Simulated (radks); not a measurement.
Species: Co+. Configuration: [Ar] 3d8. All-electron calculation, scalar-relativistic Kohn-Sham, PW91, spin-polarised, spherical densities, finite nucleus; open shells are filled with parallel spins first; Fermi nuclear charge, rms radius 3.7875 fm. Program: a radial shooting solver on a logarithmic mesh with Libxc functionals. Some entries of the table are withheld. Estimate them.

| orbital | occ. | eigenvalue (hartree) | <r^2> (bohr^2) |
|---|---|---|---|
| 1s down | 1 | -279.2192 | 0.004246 |
| 1s up | 1 | -279.2191 | 0.004246 |
| 2s up | 1 | -33.14769 | 0.07709 |
| 2s down | 1 | -33.11277 | 0.07699 |
| 2p up | 3 | -28.41030 | 0.06218 |
| 2p down | 3 | -28.38386 | 0.06207 |
| 3s up | 1 | -3.91451 | 0.6990 |
| 3s down | 1 | -3.83890 | 0.7014 |
| 3p up | 3 | -2.57075 | (1) |
| 3p down | 3 | -2.49673 | (2) |
| 3d up | 5 | -0.48159 | (3) |
| 3d down | 3 | -0.41649 | (4) |

Answer. 
(1) 3p up <r^2> (bohr^2): 0.8009
(2) 3p down <r^2> (bohr^2): 0.8061
(3) 3d up <r^2> (bohr^2): 1.710
(4) 3d down <r^2> (bohr^2): 1.891
